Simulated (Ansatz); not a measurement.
`FC(F)(F)C1=CC(C(F)(F)F)=[O+][Al-]([F])([Cl])[O]1`. The species carries charge 0 and has multiplicity 1.

Z-matrix (Å, degrees):
```
C
F 1 1.334
F 1 1.334 2 108.0
F 1 1.317 2 108.9 3 118.2
C 1 1.538 2 109.7 3 -119.4
C 5 1.387 1 117.8 2 59.4
O 5 1.260 1 115.9 2 -120.4
C 6 1.387 5 120.2 1 -179.0
H 6 1.080 5 119.9 1 0.2
Al 7 1.821 5 126.1 1 -178.9
O 8 1.260 6 126.3 5 -0.8
C 8 1.538 6 117.8 5 179.1
F 10 1.640 7 108.9 5 -114.4
Cl 10 2.082 7 110.2 5 111.2
F 12 1.334 8 109.6 6 59.6
F 12 1.317 8 111.6 6 -179.6
F 12 1.334 8 109.7 6 -58.8
```

Q: Give the diagnostics of a CCSD(T)/def2-TZVPP run (frozen core, Ansatz 0.2.0). (Best estimate.)

A: Ansatz gave: T1 = 0.0146, largest single amplitude 0.055, largest double 0.056, (T) share of the correlation energy 3.7 %, 9 CCSD cycles. The RHF solution is stable towards an unrestricted one. T1 lies under the customary mark of 0.02 for closed shells.
